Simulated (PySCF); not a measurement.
# Core binding energy against partial charge

Compound: C6H14SSi.
Cartesian coordinates in Å at the PBE0-D3(BJ)/def2-SVP level; atoms count from 1:
```xyz
22
C6H14SSi angstrom
Si    -3.4268   -0.2278   -0.5646
C     -2.1357    0.0973    0.7788
C     -0.7249    0.3852    0.2770
C     -0.0920   -0.7866   -0.4642
C      1.3151   -0.5035   -0.9806
C      2.3066   -0.1366    0.1177
C      1.8768    1.0919    0.9026
S      0.2790    0.8625    1.7309
H     -4.7920   -0.1922    0.0433
H     -3.2436   -1.5586   -1.2213
H     -3.3439    0.8295   -1.6211
H     -2.4996    0.9569    1.3678
H     -2.1196   -0.7638    1.4703
H     -0.7517    1.2622   -0.3961
H     -0.0777   -1.6589    0.2130
H     -0.7384   -1.0607   -1.3170
H      1.6832   -1.3837   -1.5316
H      1.2693    0.3208   -1.7158
H      2.4192   -0.9836    0.8155
H      3.2995    0.0483   -0.3270
H      2.5917    1.3271    1.7056
H      1.8204    1.9773    0.2456
```

Binding energies: delta-SCF UKS SCAN, pcX-2 on the ionised atom, pcseg-1 elsewhere, spin-free X2C (PySCF 2.14.0). Charges: PBE0/pcSseg-1 ground-state density, for the ionised atom.

```csv
atom,environment,C 1s (eV),Mulliken (e),IAO (e),Hirshfeld (e),ESP (e)
C2,sp3 carbon bound to silicon,290.19,-0.459,-0.533,-0.158,-0.423
C4,ring CH2 carbon,290.49,-0.174,-0.253,-0.073,-0.089
C6,ring CH2 carbon,290.58,-0.214,-0.253,-0.072,-0.058
C5,ring CH2 carbon,290.59,-0.211,-0.250,-0.067,-0.032
C7,sp3 carbon bound to sulfur,290.91,-0.326,-0.338,-0.074,-0.143
C3,sp3 carbon bound to sulfur,290.99,-0.411,-0.167,-0.027,-0.176
```

Q: Give the correlation coefficient and slope of binding energy on charge for each scheme.

A: Hirshfeld: r = 0.85, slope 5.8 eV per e; IAO: r = 0.69, slope 1.6 eV per e; ESP: r = 0.45, slope 0.9 eV per e; Mulliken: r = -0.02, slope -0.1 eV per e. Hirshfeld charges have the highest r, on only 6 points.

Q: The point-charge model writes a binding energy as kq + V + constant, with V the potential of the other atoms' charges at the site. What does it give with the ESP charges?

A: V = Σ 14.40 eV Å × q/r over all other atoms: +4.97 eV at C2, +0.56 eV at C4, +0.36 eV at C6, +0.17 eV at C5, +1.36 eV at C7, +0.22 eV at C3. Fitting binding energy − V to q gives k = 13.2 eV per e and leaves an rms residual of 0.80 eV, against 0.24 eV for the fit on q alone. The model has no term for differences in relaxation between sites.

Geometry: PBE0-D3(BJ)/def2-SVP, one conformer, isolated molecule.
